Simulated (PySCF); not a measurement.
Method used: delta-SCF UKS SCAN, pcX-2 on the ionised atom, pcseg-1 elsewhere, spin-free X2C in PySCF 2.14.0. Geometries: PBE0-D3(BJ)/def2-SVP; isolated species, one conformer each. Kα1 is taken as the energy difference of the 1s-hole and 2p3/2-hole states at the ground state's geometry. For 2p shells one spin-free hole was relaxed; a mean-field spin–orbit operator and the ground-state splitting of the three 2p orbitals were then diagonalised within the shell. The shell's mean is (2 × 2p3/2 + 2p1/2)/3, and the degeneracies 2j + 1 give areas of 2:1.

| site | Si 2p3/2 (eV) |
| --- | --- |
| silicon in `C/C=C/C=C\S[SiH3]` | 107.12 |
| silicon in `C([SiH3])#N` | 108.34 |
| silicon in `C#C[Si@H](Cl)N=C` | 108.11 |

What are the Si 1s binding energies, and the Kα1 emission energies that follow?

```tsv
site	bonded to	1s (eV)	2p3/2 (eV)	Kα1 = 1s − 2p3/2 (eV)
silicon in `C/C=C/C=C\S[SiH3]`	S and 3 H	1846.92	107.12	1739.80
silicon in `C([SiH3])#N`	C and 3 H	1848.15	108.34	1739.81
silicon in `C#C[Si@H](Cl)N=C`	Cl, N, C and H	1848.17	108.11	1740.06
```

Ranges: 1s 1.25 eV, 2p3/2 1.22 eV, Kα1 0.26 eV. A straight-line fit of 1s on 2p3/2 has slope 1.09.
